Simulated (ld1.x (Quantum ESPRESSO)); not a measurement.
# Nb, TM: configuration errors across variants

```
Element                 : Nb
Generator               : ld1.x (Quantum ESPRESSO) 7.5
Type                    : norm-conserving Troullier–Martins (Kleinman–Bylander form)
Functional              : PW91
Relativity              : scalar-relativistic
Frozen core             : [Kr]
Valence charge          : 5
Reference configuration : 4d4 5s0.75 5p0.25
Partial waves           : 5s (bound): rc 3.30 bohr; 4d (bound): rc 2.15 bohr; 4f channel at 0.1 Ry: rc 3.40 bohr; 5p (bound): rc 4.20 bohr
Local potential         : the p channel
Core correction         : Bessel-smoothed model core, default radius (core density twice the valence density)
```

All-electron excitation energies from the reference (eV): (1) 4d4 5s1 5p0 -0.724; (2) 4d4 5s0 5p0 5.961; (3) 4d3 5s0 5p0 20.056; (4) 4d1 5s0 5p0 81.820; (5) 4d3 5s2 5p0 -1.246; (6) 4d4 5s0.5 5p0 1.939; (7) 4d5 5s0 5p0 0.547.

Errors AE − PS in meV (a dash: test not solved or not reliable):

```csv
change,(1),(2),(3),(4),(5),(6),(7),bound ghosts
base,-0.1,-15,-182,-1943,-91,-2.7,-71,none
"all radii but the core radius scaled by about 0.76 (s 2.50, p 3.18, d 1.62, f 2.58 bohr)",0.0,-14,-178,-1993,-83,-2.6,-70,none
"all radii but the core radius scaled by about 0.95 (s 3.14, p 4.00, d 2.06, f 3.24 bohr)",-0.1,-16,-176,-1940,-99,-2.8,-73,none
"all radii but the core radius scaled by about 1.05 (s 3.46, p 4.40, d 2.26, f 3.56 bohr)",0.0,-14,-190,-1947,-77,-2.5,-67,none
"all radii but the core radius scaled by about 1.18 (s 3.90, p 4.98, d 2.54, f 4.02 bohr)",+0.1,-14,-227,-1936,-22,-1.7,-52,none
"all radii but the core radius scaled by about 1.26 (s 4.16, p 5.30, d 2.72, f 4.30 bohr)",+0.1,-16,-256,-1886,+18,-1.1,-39,none
"all radii but the core radius scaled by about 1.34 (s 4.42, p 5.62, d 2.88, f 4.56 bohr)",+0.2,-19,-284,-1831,+69,+0.3,-28,none
```

Give the same row for: all radii but the core radius scaled by about 0.88 (s 2.92, p 3.70, d 1.90, f 3.00 bohr).

-0.1, -16, -173, -1944, -105, -2.9, -74; bound ghosts: none.
